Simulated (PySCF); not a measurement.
Run record: excited-state job, `C=C(F)C(=[Se])C(F)(F)F`.

Method: TDDFT PBE0/def2-SVPD, vertical, gas phase, core orbitals frozen in the response (PySCF 2.14.0, density-fitted response routines). Geometry: GFN2-xTB. The command runs a driver script over a list of jobs; the input below is this job's line of settings and its coordinates in Å.

Command:
```bash
OMP_NUM_THREADS=1 python probes_run.py task.json out
```

Input:
```
{"job": {"kind": "uv", "xc": "PBE0", "basis": "def2-SVPD", "nstates": 8, "ntriplets": 3}, "charge": 0, "multiplicity": 1}
C     -1.303358    -0.113098    -1.091147
C     -1.006049     0.466850     0.075538
F     -1.942288     1.222177     0.678449
C      0.222621     0.403155     0.820651
Se     0.470106     1.229281     2.363046
C      1.332557    -0.418240     0.224099
F      0.982089    -1.706206     0.055416
F      2.424889    -0.415734     0.985208
F      1.705149     0.029823    -0.988520
H     -0.603127    -0.727173    -1.623498
H     -2.277167     0.031836    -1.525206
```

Output:
```
coarse grid: 54200 points
cycle   1  E = -2952.8178634174  dE =  6.402e-01  |g| = 9.571e-01  |ddm| = 5.912e+00
cycle   2  E = -2952.4515767539  dE =  3.663e-01  |g| = 1.686e+00  |ddm| = 3.591e+00
cycle   3  E = -2952.9700229737  dE = -5.184e-01  |g| = 2.755e-01  |ddm| = 3.012e+00
cycle   4  E = -2952.9868622362  dE = -1.684e-02  |g| = 1.081e-01  |ddm| = 6.130e-01
cycle   5  E = -2952.9902931517  dE = -3.431e-03  |g| = 2.508e-02  |ddm| = 2.378e-01
cycle   6  E = -2952.9904756916  dE = -1.825e-04  |g| = 1.079e-02  |ddm| = 6.478e-02
cycle   7  E = -2952.9905045194  dE = -2.883e-05  |g| = 2.130e-03  |ddm| = 1.778e-02
cycle   8  E = -2952.9905055099  dE = -9.905e-07  |g| = 6.015e-04  |ddm| = 3.787e-03
final grid: 115072 points
cycle   9  E = -2952.9905073637  dE =  1.537e-07  |g| = 1.059e-03  |ddm| = 8.710e-03
cycle  10  E = -2952.9905062569  dE =  1.107e-06  |g| = 2.238e-03  |ddm| = 4.782e-03
cycle  11  E = -2952.9905076368  dE = -1.380e-06  |g| = 2.846e-04  |ddm| = 3.704e-03
cycle  12  E = -2952.9905076546  dE = -1.780e-08  |g| = 4.186e-05  |ddm| = 4.669e-04
cycle  13  E = -2952.9905076551  dE = -4.402e-10  |g| = 9.925e-06  |ddm| = 8.289e-05
converged SCF energy = -2952.9905076551

Static polarisability (au): isotropic 85.884, principal 54.587 72.317 130.747

Singlet excitations
state   eV       nm        f      main configurations
  1   1.5009    826.1   0.00001   H->L 1.00
  2   4.0998    302.4   0.37489   H-1->L 0.95
  3   5.4109    229.1   0.05017   H-2->L 0.92
  4   5.7044    217.3   0.00407   H-3->L 0.97
  5   5.9058    209.9   0.00087   H->L+1 0.98
  6   5.9983    206.7   0.02383   H->L+2 0.92
  7   6.1756    200.8   0.00064   H-4->L 0.99
  8   6.4586    192.0   0.03778   H->L+3 0.82

Triplet excitations (Tamm-Dancoff, eV): 0.9953 1.7982 3.6600
```

The SCF starts on a coarse grid where the log names one; the energy can jump when the final grid takes over, and dE then counts from the start density on the new grid. H and L stand for HOMO and LUMO; the number after each pair is its weight.

Problem. Give S1 in cm⁻¹ and kJ/mol.

Solution. 1.5009 eV × 8065.54 = 12106 cm⁻¹; × 96.485 = 144.8 kJ/mol.

In short: HOMO -7.00 eV, LUMO -3.94 eV; lowest singlet 1.50 eV; lowest triplet 1.00 eV (Tamm–Dancoff); mean polarisability 85.9 au.

 The PBE0/def2-SVPD calculation is non-relativistic and has no spin–orbit coupling, an omission that weighs most on selenium.

Hardware: an Arm Neoverse V1 with one thread, shared host with 32 logical CPUs at a one-minute load of 20. Cost: 57 s, 0.94 GiB resident at most.

One conformer stands for the species.
Labels such as C1 count atoms from 1, the log's own numbers from 0.
